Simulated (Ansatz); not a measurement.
BH9SSi3 (`BS[SiH2][SiH2][SiH3]`). Charge 0, multiplicity 1.

Z-matrix (Å, degrees):
```
Si
S 1 2.164
Si 1 2.337 2 109.0
H 1 1.487 2 106.2 3 120.1
H 1 1.485 2 109.0 3 -122.5
B 2 1.773 1 100.0 3 73.4
Si 3 2.339 1 111.6 2 -54.4
H 3 1.491 1 109.6 2 -176.2
H 3 1.490 1 108.0 2 65.9
H 6 1.195 2 121.4 1 2.1
H 6 1.192 2 117.0 1 -178.8
H 7 1.487 3 110.2 1 58.6
H 7 1.488 3 109.7 1 178.1
H 7 1.486 3 110.3 1 -61.9
```

(1) What are the harmonic wavenumbers in cm⁻¹ at PBE0-D4/def2-TZVP (Ansatz, finite differences of forces, unscaled)? (Best estimate.)

(2) Is this a minimum?

(3) Give the ideal-gas thermochemistry at 298.15 K and 1 bar (rigid rotor, harmonic oscillator; point group C1, symmetry number 1).

Results:

(1) The calculation gave: 44, 79, 81, 123, 168, 201, 329, 372, 397, 412, 449, 498, 508, 545, 659, 681, 708, 781, 804, 839, 872, 907, 927, 935, 942, 946, 1200, 2197, 2210, 2215, 2218, 2225, 2230, 2233, 2589, 2693.

(2) Yes, all 36 modes are real.

(3) Zero-point energy 216.6 kJ/mol; H(298) − E = 246.0 kJ/mol; entropy 416.9 J/(mol·K), of which translation 170.1, rotation 122.2, vibration 124.5; G(298) − E = 121.7 kJ/mol. Modes under 100 cm⁻¹ are hindered rotations or soft bends, so the harmonic entropy is rough.
